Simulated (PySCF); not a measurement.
## Stationary points of [SSe2]2+

Computed with PBE in PySCF with S def2-TZVP, Se def2-TZVP; no relativity; density-fitted integrals.

Relaxations began from a few typed shapes; open shells are unrestricted. The search is not exhaustive: other isomers or separated fragments can lie lower, and high-lying points may rest on an excited occupation.

```json
{"spin": "broken-symmetry Ms = 0 (⟨S²⟩ 0.96)", "group": "C2v", "bonds": "Se–Se 2.441 Å, S–Se 2.192 Å (×2)", "angles": "Se–S–Se 67.7°, S–Se–Se 56.2° (×2)", "imaginary modes (cm⁻¹)": "none", "ΔE (kJ/mol)": "0.0", "ΔE with ZPE (kJ/mol)": "0.0"}
{"spin": "singlet (closed shell, unstable to spin polarisation)", "group": "C2v", "bonds": "Se–Se 2.644 Å, S–Se 2.125 Å (×2)", "angles": "Se–S–Se 76.9°, S–Se–Se 51.5° (×2)", "imaginary modes (cm⁻¹)": "none", "ΔE (kJ/mol)": "23.3", "ΔE with ZPE (kJ/mol)": "23.9"}
```

The lowest minimum found is the broken-symmetry Ms = 0 (⟨S²⟩ 0.96) C2v: Se–Se 2.441 Å, S–Se 2.192 Å (×2); Se–S–Se 67.7°, S–Se–Se 56.2° (×2).

For the lowest minimum: the determinant is spin-contaminated (⟨S²⟩ = 0.96, pure value 0.00). The spin densities have lower symmetry than the nuclear frame.
